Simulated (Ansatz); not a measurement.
The cluster La₂O₂. The state is a triplet with charge 0. Geometry PBE0-D4/def2-TZVP; atoms count from 1.

Cartesian coordinates in Å:
```
La 0.950 1.284 -0.485
La -0.951 -1.284 0.485
O -0.796 0.857 0.708
O 0.797 -0.857 -0.708
```

In the def2 sets La takes a core potential; there is no spin–orbit coupling. At PBE0-D4/def2-TZVP a broken-symmetry singlet of charge 0 lies 0.10 eV below the triplet, each at its own geometry. The structure comes from a short search, and lower isomers may exist.

Q: Estimate the Mulliken populations from the PBE0/def2-TZVP orbitals of Ansatz.

A: 
```csv
atom,charge (e),spin (α − β),d electrons
La1,0.69,1.04,1.28
La2,0.69,1.04,1.28
O3,-0.69,-0.04,–
O4,-0.69,-0.04,–
```
Mulliken values and Mayer orders depend strongly on the basis.

Q: Where does the spin sit?

A: Summed by element: La 2.08, O -0.08, of 2 unpaired in all. Largest on single atoms: La1 1.04, La2 1.04, O3 -0.04.

Q: And the Mayer bond orders between bonded heavy atoms (over 0.3)?

A: La1–O3 1.00 (2.16 Å); La1–O4 1.00 (2.16 Å); La2–O3 1.00 (2.16 Å); La2–O4 1.00 (2.16 Å).
